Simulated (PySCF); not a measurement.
C3H3, doublet, geometry from GFN2-xTB, with bond 5-1 at 1.6 times its length. Base run: SVWN5/3-21G run with PySCF.

Geometry (Å):
```xyz
6

C      0.0167    -0.1109     0.8267
C      0.0041    -0.6991    -0.5338
C     -0.0216     0.5823    -0.5921
H      0.9375    -0.0735     1.3960
H     -1.4250    -0.1073     1.7888
H     -0.0479     1.5485    -1.0286
```
Charge 0, spin multiplicity 2.
Orbitals are unrestricted.
All else is at PySCF's defaults.
Base energy -114.11005 Eh.

Variants of this job, named by their change:

```json
[
 {"change": "base", "ΔE vs base (mEh)": "0.000", "SCF cycles": "11", "<S^2>": "0.755", "outcome": "converged"},
 {"change": "DIIS = ADIIS", "ΔE vs base (mEh)": "0.000", "SCF cycles": "24", "<S^2>": "0.755", "outcome": "converged"},
 {"change": "init_guess = 1e", "ΔE vs base (mEh)": "0.000", "SCF cycles": "15", "<S^2>": "0.755", "outcome": "converged"},
 {"change": "damp = 0.5; diis_start_cycle = 5", "ΔE vs base (mEh)": "0.000", "SCF cycles": "14", "<S^2>": "0.755", "outcome": "converged"},
 {"change": "init_guess = atom", "ΔE vs base (mEh)": "0.000", "SCF cycles": "12", "<S^2>": "0.755", "outcome": "converged"},
 {"change": "conv_tol = 1e-7", "ΔE vs base (mEh)": "0.000", "SCF cycles": "10", "<S^2>": "0.755", "outcome": "converged"},
 {"change": "diis = off; damp = 0.3 (with mf.diis_start_cycle = 200; with mf.max_cycle = 150)", "ΔE vs base (mEh)": "-", "SCF cycles": "150", "<S^2>": "-", "outcome": "not converged"},
 {"change": "diis = off (with mf.max_cycle = 100)", "ΔE vs base (mEh)": "-", "SCF cycles": "100", "<S^2>": "-", "outcome": "not converged"},
 {"change": "conv_tol = 1e-11", "ΔE vs base (mEh)": "0.000", "SCF cycles": "14", "<S^2>": "0.755", "outcome": "converged"},
 {"change": "diis_space = 4", "ΔE vs base (mEh)": "0.000", "SCF cycles": "16", "<S^2>": "0.755", "outcome": "converged"},
 {"change": "conv_tol = 1e-4", "ΔE vs base (mEh)": "0.130", "SCF cycles": "6", "<S^2>": "0.755", "outcome": "converged"},
 {"change": "level_shift = 0.3 (with mf.max_cycle = 100)", "ΔE vs base (mEh)": "0.000", "SCF cycles": "20", "<S^2>": "0.755", "outcome": "converged"},
 {"change": "init_guess = huckel", "ΔE vs base (mEh)": "0.000", "SCF cycles": "14", "<S^2>": "0.755", "outcome": "converged"}
]
```

Open shells are given as the SCF converged; they aren't shown to be the lowest states, and a large step between rows can be another state.
